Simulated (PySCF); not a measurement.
# Computed data sheet: `CC[Si@@H]([SiH3])CCl`

Compound: C₃H₁₁ClSi₂.
Cartesian coordinates in Å at the GFN2-xTB level; atoms count from 1:
```
atom  x, y, z in Å
C1    -2.2847   -0.8644    0.1287
C2    -0.8374   -1.1251   -0.2765
Si3    0.4302    0.0794    0.5031
Si4    2.5985   -0.3066   -0.2236
C5    -0.1013    1.8622    0.0125
Cl6    1.0903    3.0142    0.6814
H7    -2.9464   -1.6156   -0.2991
H8    -2.3921   -0.8946    1.2103
H9    -2.6119    0.1125   -0.2193
H10   -0.5683   -2.1424    0.0125
H11   -0.7635   -1.0906   -1.3654
H12    0.2307    0.0324    1.9641
H13    3.1552    0.8222   -0.9706
H14    3.5075   -0.5795    0.8909
H15    2.6669   -1.4736   -1.1112
H16   -0.1133    2.0246   -1.0634
H17   -1.0674    2.1570    0.4147
```

Structural features include: C–Cl bond, Si–H bond and C–Si bond.

**GFN2-xTB geometry**

* Point group of the GFN2-xTB geometry: C1
* Rotational constants A, B, C of the GFN2-xTB geometry: 1.812, 1.191, 0.762 GHz

**CAM-B3LYP/def2-SVPD ground state and vertical TDDFT (core frozen in the response) (PySCF)**

* Dipole moment: 2.49 D
* HOMO energy: -9.24 eV
* LUMO energy: 0.73 eV
* HOMO–LUMO gap: 9.97 eV
* Lowest singlet excitation: 6.70 eV (185 nm, f = 0.015)
* Strongest line among the 8 lowest singlet transitions: S2 at 7.01 eV (177 nm, f = 0.035)
* Lowest triplet excitation (Tamm–Dancoff): 6.10 eV
* Static isotropic polarisability: 107.0 au
* Electronic spatial extent ⟨r²⟩ about the centre of nuclear charge: 1528 bohr²

From PBE0/pcSseg-1 ground state and GIAO shieldings, non-relativistic (PySCF):

* Lowest Hirshfeld atomic charge: -0.15 e on C2
* Highest Hirshfeld atomic charge: +0.27 e on Si3
* 13C chemical shifts (computed TMS as zero) by class: 31.1 (C5), 13.1 (C1), 10.8 (C2) ppm
* 1H chemical shifts (computed TMS as zero) by class: 4.24 (H12), 3.45 (H13/H14/H15), 3.36 (H17), 2.82 (H16), 1.13 (H7/H8/H9), 0.74 (H11), 0.68 (H10) ppm
* Isotropic shieldings of nuclei other than C and H, by class: 379 (Si3), 467 (Si4), 929 (Cl6) ppm
* Mayer bond orders between heavy atoms: C1–C2 1.05, C2–Si3 0.90, Si3–Si4 0.91, Si3–C5 0.84, C5–Cl6 0.96

Monoisotopic mass (most abundant isotopes): 138.0088 u.

A dipole of 2.49 D is allowed in C1, and pure rotational transitions are dipole-allowed. The largest Löwdin shares of the HOMO are 0.49 on Cl6, 0.17 on C5, 0.12 on Si3 and 0.11 on C2. The polarisability is 15.86 Å³ as a volume (1 au = 0.148185 Å³), or 1.45 au for each of the 74 electrons. S1 lies 3.27 eV below the HOMO–LUMO gap; its leading configuration is HOMO→LUMO, weight 0.59. No computed singlet falls in the visible range (750 to 380 nm, 1.65 to 3.26 eV); S1 lies 3.44 eV above its blue end. The principal polarisabilities are 88.9, 109.8 and 122.4 au; their mean is the isotropic value.

The structure is a single GFN2-xTB conformer in the gas phase; no vibrational or solvent corrections. NMR classes are plain means over equivalent atoms (diastereotopic ones count apart unless rotation or inversion swaps them), as if these changed places fast; in this geometry the members of some classes differ.
